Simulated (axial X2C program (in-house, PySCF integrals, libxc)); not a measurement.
WCN: properties at the nuclei

Calculated with an in-house all-electron X2C program for linear molecules (integrals from PySCF): two-component X2C with atomic mean-field Coulomb and Gaunt terms, Gaussian nuclei, basis W dyall-v3z, C dyall-v3z, N dyall-av3z with contracted cores.

W–C–N held linear, with bonds 2.016 and 1.165 Å (near the PBE0 minimum at charge 0 of the determinant lowest at the starting distance; the state shown can have its own minimum elsewhere, held linear; other orders of the atoms were not compared).

Input and command:
```json
{"zs": [74, 6, 7], "q": 0, "bas": ["dyall-v3z", "dyall-v3z", "dyall-av3z"], "r0": [2.07, 1.16], "symm": 0, "scan": ["PBE0", "HF", "LDA"], "levels": ["PBE0", "HF", "r2SCAN"], "nst": 2}
```
```bash
python solin.py task.json out
```

Keys: zs atomic numbers; q charge; bas basis sets; r0 starting distance in Å; symm equal bonds; scan levels of the two-bond scan; levels methods; nst determinants followed.

Determinant lowest in the PBE0 search, Ω = 5/2 (⟨Sz⟩ = 2.47, ⟨Lz⟩ = 0.03 at PBE0), spin on the atoms W 2.46, C -0.13, N 0.14:

| level | Eeff magnitude (GV/cm) | Ws magnitude W (kHz) | A∥/gI W (MHz) | qzz W (a.u.) | A∥/gI C (MHz) | qzz C (a.u.) | A∥/gI N (MHz) | qzz N (a.u.) | μ (D) |
| --- | --- | --- | --- | --- | --- | --- | --- | --- | --- |
| PBE0 | 22.5 | 8.61 | 1930 | -1.77 | -11.2 | -0.53 | -5.13 | -1.08 | -6.15 |
| HF | 25.7 | 9.79 | 1640 | -3.75 | -24.8 | -0.65 | -0.223 | -1.25 | -6.41 |
| r2SCAN | 25.2 | 9.87 | 2200 | -1.65 | -9.45 | -0.52 | -3.35 | -1.05 | -5.95 |

Determinant 1.04 eV from it at PBE0 and this distance, Ω = 1/2 (⟨Sz⟩ = -1.44, ⟨Lz⟩ = 1.94 at PBE0), spin on the atoms W -1.42, C 0.14, N -0.16:

```json
{"level": "PBE0", "Eeff magnitude (GV/cm)": "4.78", "Ws magnitude W (kHz)": "9.8", "A∥/gI W (MHz)": "3010", "qzz W (a.u.)": "-7.12", "A∥/gI C (MHz)": "73.5", "qzz C (a.u.)": "-0.51", "A∥/gI N (MHz)": "33.4", "qzz N (a.u.)": "-1.09", "μ (D)": "-5.32"}
{"level": "HF", "Eeff magnitude (GV/cm)": "103", "Ws magnitude W (kHz)": "208", "A∥/gI W (MHz)": "3850", "qzz W (a.u.)": "-9.30", "A∥/gI C (MHz)": "205", "qzz C (a.u.)": "-0.61", "A∥/gI N (MHz)": "8.2", "qzz N (a.u.)": "-1.25", "μ (D)": "-4.87"}
{"level": "r2SCAN", "Eeff magnitude (GV/cm)": "10.8", "Ws magnitude W (kHz)": "21", "A∥/gI W (MHz)": "1200", "qzz W (a.u.)": "-7.26", "A∥/gI C (MHz)": "56.1", "qzz C (a.u.)": "-0.50", "A∥/gI N (MHz)": "23.1", "qzz N (a.u.)": "-1.06", "μ (D)": "-5.06"}
```

Eeff is the effective electric field on the electron electric dipole moment in this Ω state and Ws the scalar–pseudoscalar constant of the nucleus named (defined with the proton number Z and per Ω); A∥ (defined per Ω) follows by multiplying with gI = μI/(I μN); qzz is the electric field gradient, eQq0 = 234.96 MHz × Q/barn × qzz; μ is positive if the N end (last atom) is positive. The operators were transformed with the bare-nucleus X2C matrices; with these basis sets, hyperfine constants and field gradients can be off by tens of per cent, and where levels differ in sign neither size nor sign is settled.

With gI(183W) = 0.2356, Q(14N) = 0.02044 barn (g factors from the IAEA table of nuclear moments by Stone; Q from Pyykkö, Mol. Phys. 2018), turn the PBE0 values of the first state into constants in MHz.

A∥(183W) = 1930 × 0.2356 = 455 MHz; eQq0(14N) = 234.96 × (0.02044) × (-1.08) = -5.19 MHz.

The molecule was held linear; bending was not examined, so a bent shape may lie lower.

Each state is one determinant with collinear spin, which with several unpaired electrons need not be a pure state. Unrestricted Hartree–Fock can overshoot spin polarisation at the nuclei. In the state Ω = 1/2 the sign of Eeff differs between levels (r2SCAN against PBE0). This is the top spin component of a Σ state; components of lower Ω are not single determinants and can lie lower. With several open shells hyperfine constants can be off by a factor of several. Where Eeff spreads by more than a factor of two the levels disagree and none is to be relied on. The search compared states at one distance, so a state with another bond length can lie lower. The sign of Ws at W differs between levels in the second state. Where a field gradient or hyperfine factor spreads by more than a factor of two over the levels, a constant derived from it is not to be relied on. PBE0 term energies can be off by some tenths of an eV.
